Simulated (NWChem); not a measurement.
Correlation energy of borohydride (H4B (-1))

```xyz
5

B      0.0000     0.0000     0.0000
H      0.0000     1.0278     0.7267
H      0.0000    -1.0278     0.7267
H      1.0278     0.0000    -0.7267
H     -1.0278     0.0000    -0.7267
```
Charge -1, spin multiplicity 1.

Program: NWChem. Structure: optimised with PBE/def2-SVP, a minimum by its harmonic frequencies.

Basis set: aug-cc-pVDZ. Each correlation energy counts from its own Hartree-Fock reference.

The correlated methods keep 1 core orbital frozen. The anion's geometry comes from a basis without diffuse functions. Coupled-cluster values serve here as a point of comparison, not as the truth.

```
method        correlation energy (mHa)
------------  ------------------------
SCS-MP2                            ___
CR-CCSD(T)                      -176.2
CCSD(T)                         -176.9
MP2                                ___
CR-CCSD[T]                      -176.4
CCSD                               ___
CCSD+T(CCSD)                    -177.0
```

Q: Complete the blanks.

A: 
- SCS-MP2, correlation energy (mHa): -154.2
- MP2, correlation energy (mHa): -144.0
- CCSD, correlation energy (mHa): -172.5
